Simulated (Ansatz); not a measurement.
Geometry optimisation, RHF/def2-SVP in Ansatz 0.2.0.

Input:

```yaml
crystal:
  periodic: [false, false, false]
  atoms:
    - { symbol: Al, position_ang: [0.0, 0.0, 0.0] }
    - { symbol: Cl, position_ang: [0.0, 0.0, 2.58] }
    - { symbol: F, position_ang: [1.4635, 0.0, -0.845] }
    - { symbol: F, position_ang: [-1.4635, 0.0, -0.845] }
    - { symbol: O, position_ang: [0.0869, -1.972, 0.6559] }
    - { symbol: H, position_ang: [-0.4595, -2.5566, 0.0397] }
    - { symbol: H, position_ang: [0.0622, -1.4098, 1.8287] }
basis:
  gaussian: { orbitals: def2-SVP }
hamiltonian:
  xc: hf
relax:
  f_tol: 0.15
  max_steps: 25
  restrain:
    - { distance: [0, 4], at: 1.78, k: 30.0 }
    - { distance: [6, 1], at: 1.37, k: 30.0 }
    - { distance: [0, 1], at: 3.43, k: 30.0 }
    - { distance: [6, 4], at: 2.21, k: 30.0 }
```

Run as:

```bash
$ ansatz run input.yaml --threads 1 --pin off --max-ram 2048MiB --backend cpu --events-out ev --progress --plain --runs-dir out
```

Q: Where does it end, and by what steps?

A: The run converged. The restraints hold the end off the free minimum. After 8 steps the energy has fallen by 1.563 eV (the restraints' own energy left out); Al1 moved furthest, 0.67 Å.

```tsv
step	energy less start (eV)	largest force component (eV/Å)	accepted
0	0.0000	4.255	yes
1	-0.1372	4.778	yes
2	-0.7912	4.340	yes
3	-1.3368	1.961	yes
4	-1.3157	1.948	yes
5	-1.4640	1.586	yes
6	-1.5318	1.453	yes
7	-1.4917	1.921	no
8	-1.5631	1.216	yes
```

```xyz
7
Properties=species:S:1:pos:R:3
Al 0.016 -0.447 -0.496
Cl 0.019 -0.083 2.909
F 1.413 0.353 -0.764
F -1.388 0.163 -1.072
O 0.047 -1.997 0.280
H -0.626 -2.653 0.197
H 0.208 -1.273 2.361
```

The run took 18 s on 1 thread of Arm Neoverse V1, with other jobs on the host, peak memory 0.16 GiB.
